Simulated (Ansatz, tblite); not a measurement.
Cost and result up the ladder for Al2Cu (the lowest doublet isomer of a short search) (3 atoms). Total charge 0; doublet. Geometry: PBE0-D4/def2-TZVP.

```
atom   x (Å)   y (Å)   z (Å)
 Al1  -0.250   1.119  -0.857
 Al2   0.958   0.065   1.061
 Cu3  -0.708  -1.184  -0.205
```

Ansatz on 2 threads of Arm Neoverse V2 on a shared host; xTB runs through tblite on one thread. Times are rough, summed over both states, and most runs start from the orbitals of an earlier one. B2PLYP/def2-TZVP serves as the yardstick here, not as an exact answer. The other state is a quartet at its own geometry.

The xTB rows come from tblite. LC-ωPBE has ω = 0.4 bohr⁻¹. Correlated methods freeze 19 core orbitals. The structure comes from a short search, and lower isomers may exist.

Run but left out: HF/STO-3G, HF/def2-TZVP, HF/def2-TZVPP, MP2/def2-TZVP, MP2/def2-TZVPP, CCSD/def2-TZVPP, CCSD(T)/def2-TZVPP (doublet: ⟨S²⟩ 1.73 to 2.89, where a pure state has 0.75).

Correlated methods converge slowly with the basis.

xTB has no spin-polarisation term.

| level | functions | wall time | quartet − doublet (eV) | difference from B2PLYP/def2-TZVP (eV) | remarks |
| --- | --- | --- | --- | --- | --- |
| GFN1-xTB | 27 | 0.004 s | 3.42 | 2.34 | – |
| GFN2-xTB | 27 | 0.006 s | 2.07 | 1.00 | – |
| PBE-D4/def2-TZVP | 119 | 4.7 s | 1.13 | 0.06 | – |
| revPBE-D4/def2-TZVP | 119 | 4.7 s | 1.09 | 0.01 | – |
| RPA@PBE/def2-TZVP | 119 | 6.6 s | 0.95 | -0.13 | – |
| BHLYP-D4/def2-TZVP | 119 | 13 s | 0.82 | -0.26 | – |
| B2PLYP/def2-TZVP | 119 | 14 s | 1.07 | 0.00 | – |
| r2SCAN-D4/def2-TZVP | 119 | 15 s | 1.02 | -0.05 | – |
| LC-ωPBE/def2-TZVP | 119 | 15 s | 0.69 | -0.38 | spin-contaminated (⟨S²⟩ 0.94) (doublet) |
| PBE0-D4/def2-TZVP (with forces) | 119 | 18 s | 0.90 | -0.18 | – |
| r2SCANh-D4/def2-TZVP | 119 | 25 s | 0.95 | -0.13 | – |
